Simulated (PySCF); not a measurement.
AlI3 (SMILES [I][Al]([I])[I]), singlet, geometry from GFN2-xTB (such geometries of metal compounds can be far from the true shape) (all electrons, no relativity). Base run: TPSS/STO-3G run with PySCF.

The PySCF input:
```python
from pyscf import gto, scf, dft

mol = gto.Mole()
mol.atom = '''
    Al   -0.00000000   -0.00000000   -0.00000000
    I    -2.05711704   -1.44131268   -0.05276184
    I     0.00659413    2.22306763   -1.17039456
    I     2.05052292   -0.78175495    1.22315640
'''
mol.basis = 'sto-3g'
mol.verbose = 4
mol.build()

mf = dft.RKS(mol)
mf.xc = 'tpss'
mf.kernel()
```

Variants of this job, named by their change:

```json
[
 {"change": "base", "E (Eh)": "-20797.28420", "HOMO (eV)": "-4.29", "HOMO-LUMO gap (eV)": "4.38", "core-seconds (rough)": "10"},
 {"change": "functional = pbe; dispersion = d3bjm", "E (Eh)": "-20796.20425", "HOMO (eV)": "-4.14", "HOMO-LUMO gap (eV)": "4.13", "core-seconds (rough)": "9"},
 {"change": "functional = b97m_v", "E (Eh)": "-20797.10052", "HOMO (eV)": "-4.52", "HOMO-LUMO gap (eV)": "4.72", "core-seconds (rough)": "200"},
 {"change": "functional = revpbe", "E (Eh)": "-20797.07839", "HOMO (eV)": "-4.12", "HOMO-LUMO gap (eV)": "4.18", "core-seconds (rough)": "10"},
 {"change": "functional = b3lyp; dispersion = d3bj", "E (Eh)": "-20798.24298", "HOMO (eV)": "-5.04", "HOMO-LUMO gap (eV)": "5.63", "core-seconds (rough)": "10"},
 {"change": "functional = pbe0; dispersion = d3bjm", "E (Eh)": "-20797.31051", "HOMO (eV)": "-5.39", "HOMO-LUMO gap (eV)": "6.10", "core-seconds (rough)": "8"},
 {"change": "functional = wb97m_v", "E (Eh)": "-20798.59893", "HOMO (eV)": "-7.45", "HOMO-LUMO gap (eV)": "10.02", "core-seconds (rough)": "200"},
 {"change": "functional = camb3lyp", "E (Eh)": "-20798.86999", "HOMO (eV)": "-6.64", "HOMO-LUMO gap (eV)": "8.40", "core-seconds (rough)": "40"},
 {"change": "functional = b3lyp; dispersion = d3zero", "E (Eh)": "-20798.23430", "HOMO (eV)": "-5.04", "HOMO-LUMO gap (eV)": "5.63", "core-seconds (rough)": "10"},
 {"change": "functional = wb97x_v", "E (Eh)": "-20797.28052", "HOMO (eV)": "-7.76", "HOMO-LUMO gap (eV)": "10.51", "core-seconds (rough)": "200"},
 {"change": "functional = pw6b95", "E (Eh)": "-20805.03487", "HOMO (eV)": "-5.49", "HOMO-LUMO gap (eV)": "6.12", "core-seconds (rough)": "10"}
]
```

Totals shift with the method and basis; they matter in differences.
